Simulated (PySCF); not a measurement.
Compound: GeCl4.
SMILES: `[Cl][Ge]([Cl])([Cl])[Cl]`

The calculation used MP2 and CCSD/aug-cc-pVDZ in PySCF, restricted Hartree–Fock reference, 29 core orbitals frozen, non-relativistic, gas phase, PBE0-D3(BJ)/def2-SVP geometry.

E(HF) = -3913.54044 Eh.

Question: How large is the problem?

Answer: 144 basis functions and 100 electrons; 29 orbitals frozen, which leaves o = 21 correlated occupied and v = 94 virtual orbitals. That is o·v = 1974 singles and o·v(o·v + 1)/2 = 1949325 distinct closed-shell doubles amplitudes before symmetry; the costliest CCSD step grows as o²v⁴ = 3.4 × 10^10.

Question: What are the MP2 and CCSD correlation energies?

Answer: MP2 -0.6924 Eh and CCSD -0.7362 Eh, which gives totals of -3914.23281 and -3914.27666 Eh. That is 0.477 eV for each correlated electron at CCSD (1933 kJ/mol in all, 0.019 % of the total energy); MP2 gives 94.0 % of the CCSD value.

Question: What is the T1 diagnostic?

Answer: 0.0090, below the customary warning level of 0.02. It is the norm of the spatial-orbital singles amplitudes over the root of the number of correlated electrons, so the norm is 0.058.

Connected triples and the basis-set limit are missing.
